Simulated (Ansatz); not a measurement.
Species: methylidenesilane, CH4Si (charge 0, singlet). SMILES: C=[SiH2]
Structure (B3LYP-D3(BJ)/def2-TZVP (Ansatz, a first-principles code) minimum search):
```xyz
6

C     -1.1498    -0.0548    -0.0450
Si     0.5479     0.0261     0.0215
H     -1.7685     0.8316    -0.0996
H     -1.6839    -0.9961    -0.0356
H      1.3979    -1.1745     0.0958
H      1.2833     1.3023     0.0091
```
Charge 0, spin multiplicity 1.

Computed values are from Ansatz. Valence correlation only, unless marked. UHF or UKS for open shells. No spin-orbit coupling. No relativistic terms. CBS(X,Y): correlation extrapolated as X^-3; Hartree-Fock from the larger set. [CCSD(T)-MP2]/basis is that difference in the basis named.

The Hartree-Fock reference is unstable (checked in the largest basis), which strains HF and MP2. 

What is the total energy at CCSD(T)/CBS(cc-pV(T+d)Z,cc-pV(Q+d)Z)?

-329.4642 Eh.

What is the T1 diagnostic at CCSD/def2-QZVPP?

0.015.

What is the dipole moment at CCSD(T)/aug-cc-pV(D+d)Z?

0.66 D.

What is the vertical triplet-singlet gap at RI-MP2/CBS(aug-cc-pV(T+d)Z,aug-cc-pV(Q+d)Z)+[CCSD(T)-MP2]/aug-cc-pV(T+d)Z?

2.87 eV.

What is the vertical ionisation energy (to the doublet) at RI-MP2/CBS(aug-cc-pV(T+d)Z,aug-cc-pV(Q+d)Z)+[CCSD(T)-MP2]/aug-cc-pV(T+d)Z?

8.99 eV.
